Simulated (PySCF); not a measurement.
Constitutional and geometric isomers with formula C3H4Si. Gas-phase values, no solvent. Strings in code marks are SMILES.

The HOMO–LUMO gap from two functionals at the same geometries (B3LYP-D3(BJ)/def2-TZVP), both in PySCF: PBE-D3(BJ)/def2-TZVP and B3LYP-D3(BJ)/def2-TZVP. B3LYP has the VWN-RPA correlation part, as in Gaussian. 

| species | PBE-D3(BJ)/def2-TZVP (eV) | B3LYP-D3(BJ)/def2-TZVP (eV) |
|---|---|---|
| `C(=C)=C=[SiH2]` | 2.46 | 3.63 |
| `[SiH2]=C1C=C1` | 2.34 | 3.79 |
| `C#C[SiH]=C` | 3.15 | 4.51 |
| `C(=[SiH2])C#C` | 2.69 | 3.96 |

Over these rows, drawn at random from the members with no instability flagged (it was tested for open shells, ions and some series alone), PBE minus B3LYP-D3(BJ): mean -1.31 eV, from -1.45 eV to -1.18 eV.
